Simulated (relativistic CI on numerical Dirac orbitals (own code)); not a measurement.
# Cs III: calculation against measurement

Computed by Dirac-Coulomb-Breit CI, orbitals from a KLI potential per configuration, model QED, valence Slater integrals scaled by 0.85, P86 correlation energy added to each configuration (own radial code, finite nucleus).

CI space (outside the closed core [Kr] 4d10): 5s2.5p5, 5s.5p6, 5s2.5p4.5d, 5s2.5p4.5f, 5s2.5p4.6s, 5s.5p5.5d, 5s2.5p4.6p, 5s2.5p4.4f, 5s2.5p4.7s, 5s2.5p4.6d, 5s2.5p4.7p, 5s.5p5.5f, 5s2.5p4.7d. Double excitations out of closed p, d and f shells are left out; levels of such configurations are missing from the list, as are those of other unlisted configurations, and high levels can miss mixing partners.

```csv
Configuration,Term (tabulated),J,Measured (cm⁻¹),Computed,Error,Purity (%)
5s2.5p5,2P°,3/2,0.0,0,0,99
5s2.5p5,2P°,1/2,13847.4,13776,-71,99
5s.5p6,2S,1/2,108653.0,112529,3876,57
5s2.5p4.5d,4D,5/2,120425.1,123881,3456,80
5s2.5p4.5d,4D,7/2,120782.6,124078,3295,82
5s2.5p4.5d,4F,9/2,125926.8,129664,3737,86
5s2.5p4.5d,4F,5/2,135081.1,139247,4166,85
5s2.5p4.5d,4F,3/2,135747.9,140062,4315,79
5s2.5p4.5d,2G,9/2,144868.7,149729,4860,86
5s2.5p4.6s,4P,1/2,145443.2,151259,5816,71
5s2.5p4.5d,2F †,5/2,150093.9,149830,-264,61
5s2.5p4.6s,2P,1/2,150467.3,156582,6115,84
5s2.5p4.5d,2F †,7/2,153011.3,158488,5477,94
5s2.5p4.6s,2D,5/2,156698.5,163530,6831,84
5s2.5p4.6s,2D,3/2,156820.3,163774,6954,79
```

Measured levels from Sansonetti, J. Phys. Chem. Ref. Data 38, 761 (2009); LS terms from a parametric fit; pairs were made by configuration, J and term (by order where the table uses no LS term), so strongly mixed levels may be paired wrongly. Some J values or terms of the table were assigned by a fit.

Mean error by configuration (cm⁻¹): 5s2.5p5 -71; 5s.5p6 3876; 5s2.5p4.5d 3972; 5s2.5p4.6s 6429. Over the excited levels the mean absolute error is 4458 cm⁻¹ (14 of the 37 excited levels that our extract of the source holds in range could be paired, and the others can miss by more), and the median relative error of those above 1,000 cm⁻¹ is 3.3 %. † marks terms whose computed intervals miss the measured ones by more than a factor of 2.5, or configurations far off the rest, from wrong mixing, a near crossing or a doubtful label or measurement; they are left out of the means.
